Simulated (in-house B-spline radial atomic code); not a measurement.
A fraction x of an electron is moved 3p → 3d in S+, starting from [Ne] 3s2 3p3 and keeping the highest spin. Method: non-relativistic M06-2X, spin-polarised, spherical fractional occupations, point nucleus. Calculated with a B-spline radial code for spherical atoms.

Caution: exact exchange at fractional occupations of open shells leaves self-interaction of up to several eV.

```csv
x,E(x) - E(0) (eV),3p up level (eV),3d up level (eV)
0,0.0000,-20.608,-
0.125,2.2361,-20.852,-2.755
0.25,4.5003,-20.966,-2.882
0.375,?,?,?
0.625,11.1605,-21.137,-3.777
0.75,?,?,?
1,17.5075,-21.265,-4.762
```

Task: What belongs in the row x = 0.375?

Result: An energy change of 6.7504 eV; 3p up at -21.036 eV, 3d up at -3.136 eV.

Task: What belongs in the row x = 0.75?

Result: An energy change of 13.3123 eV; 3p up at -21.184 eV, 3d up at -4.116 eV.

Task: Check Janak's theorem between x = 0.125 and 0.25.

Result: The slope of the energy is 18.11 eV; the orbital levels give 18.09 eV (ε of the receiving orbital less ε of the emptying one, averaged over the two points).
